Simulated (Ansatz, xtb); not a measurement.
Ranking isomers of C6H6OS

6 gas-phase structures of C6H6OS, from a drawn sample of its isomers (lower ones may exist). Each was relaxed with GFN2-xTB; where two conformers were screened, the lower at r2SCAN-D4/def2-SVP is listed:

A. `Cc1ccc(C=O)s1`, a singlet
B. `Cc1ccsc1C=O`, a singlet
C. `Cc1sccc1C=O`, a singlet
D. `Cc1cc(C=O)cs1`, a singlet
E. `Cc1cscc1C=O`, a singlet
F. `Cc1csc(C=O)c1`, a singlet

Q: Estimate their order in r2SCAN-D4/def2-SVP energy at these geometries, lowest first.

A: Calculated order at r2SCAN-D4/def2-SVP: A (0.0), B (3.0), F (5.4), E (7.2), D (7.5), C (10.7) kJ/mol. Less than 1 kcal/mol parts A and B; B and F; F and E; E and D; D and C, so the order within those pairs means little.

Energies above the lowest of each column, in kJ/mol; the last columns are at B3LYP-D3(BJ)/def2-SVP geometries:

```tsv
structure	GFN2-xTB	HF/STO-3G	r2SCAN-D4/def2-SVP	B3LYP-D3(BJ)/def2-SVP	CCSD(T)/def2-SVP + ΔMP2/def2-TZVPP
A	5.4	2.3	0.0	0.0	0.0
B	0.0	9.4	3.0	2.5	3.0
F	6.2	3.7	5.4	4.5	1.8
E	6.4	4.0	7.2	4.4	1.8
D	9.2	0.0	7.5	5.2	2.4
C	9.4	4.8	10.7	8.4	5.6
```

CCSD(T)/def2-SVP + ΔMP2/def2-TZVPP has A and B and D and E and F within 1 kcal/mol of each other at the bottom, and every level picks one of them. CCSD(T)/def2-SVP + ΔMP2/def2-TZVPP orders those it was run on as A (0.0), E (1.8), F (1.8), D (2.4), B (3.0), C (5.6) kJ/mol. Less than 1 kcal/mol parts A and E; E and F; F and D; D and B; B and C, so the order within those pairs means little. Flexible structures stand in one conformer each, not always the lowest. ΔMP2 is the change of the MP2 energy from the smaller to the larger basis.

Over these structures GFN2-xTB departs from r2SCAN-D4/def2-SVP by 2.2 kJ/mol on average once a common shift is removed. A GFN2-xTB relaxation took about 0.078 s and the r2SCAN-D4/def2-SVP energy about 2.3 s on a shared host (Ansatz 0.2.0, xtb 6.7.1).
